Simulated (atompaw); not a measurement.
# Before and after: PAW (atompaw) potential for Dy (Z = 66)

| Quantity | Value |
| --- | --- |
| Element | Dy (Z = 66) |
| Generator | atompaw 4.2.0.5 |
| Type | PAW |
| Functional | PBE |
| Relativity | scalar-relativistic |
| Frozen core | [Kr] 4d10 |
| Valence charge | 20 |
| Reference configuration | 4f10 5s2 5p6 5d0 6s2 6p0 |
| Partial waves | 5s (bound): rc 2.00 bohr; 6s (bound): rc 3.00 bohr; 5p (bound): rc 2.00 bohr; 6p (bound, empty): rc 2.30 bohr; 5d (bound, empty): rc 3.00 bohr; 5d channel at 1.05 Ry: rc 3.00 bohr; 4f (bound): rc 1.50 bohr; 4f channel at 0.55 Ry: rc 1.50 bohr |
| Local potential | troulliermartins scheme with l = 4 at 0 Ry, radius 2.90 bohr |
| Core correction | smooth core density matched at 2.15 bohr |
| Augmentation charge | besselshape compensation charge, radius 2.90 bohr; PAW radius 3.00 bohr; waves and projectors: custom rrkj vanderbiltortho |

All-electron outer shells of the reference configuration (PBE, scalar-relativistic, ld1.x):

```
shell  level (eV)  outermost node (bohr)  outermost maximum (bohr)
   4p     -291.60                   0.28                      0.51
   4d     -153.01                   0.26                      0.53
   5s      -48.92                   0.63                      1.16
   5p      -25.35                   0.67                      1.33
   6s       -3.75                   1.57                      3.48
   4f       -3.11                      –                      0.54
   5d       -1.17                   0.76                      2.11
   6p       -1.16                   1.93                      4.82
```

Change: local potential bessel scheme, radius 2.90 bohr.

Cutoffs: the cutoffs (Ry, on a coarse ladder) from which the occupation-weighted sum of valence levels, in a spherical-Bessel basis at the reference potential, stays within 10 and 1 mRy of its value at 400 Ry; they do not see the model core or the augmentation charge, which bear on the density cutoff.

Q: What does the change do?

A: The potential gets neither clearly harder nor softer (80 Ry and 120 Ry → 80 Ry and 120 Ry); the range in which the s phases agree widens (upper end 0.5 → 2.7); the range in which the d phases agree widens (upper end 1.6 → at the end of the scan); neither file shows a bound ghost.

```csv
quantity,base,changed
"cutoff, loose",80 Ry,80 Ry
"cutoff, tight",120 Ry,120 Ry
bound ghosts,none,none
s: phases at 3.00 bohr within 0.05 rad from the reference energy up to (Ry; the scan ends near 5),0.5,2.7
p: phases at 3.00 bohr within 0.05 rad from the reference energy up to (Ry; the scan ends near 5),4.5,to the end of the scan
d: phases at 3.00 bohr within 0.05 rad from the reference energy up to (Ry; the scan ends near 5),1.6,to the end of the scan
f: phases at 3.00 bohr within 0.05 rad from the reference energy up to (Ry; the scan ends near 5),4.8,4.2
lowest overlap eigenvalue by channel,"s 0.38, p 0.17, d 0.08, f 1.00","s 0.42, p 0.17, d 0.40, f 1.00"
```

 The cutoffs see the waves, projectors and local potential, not the compensation charge or the core.
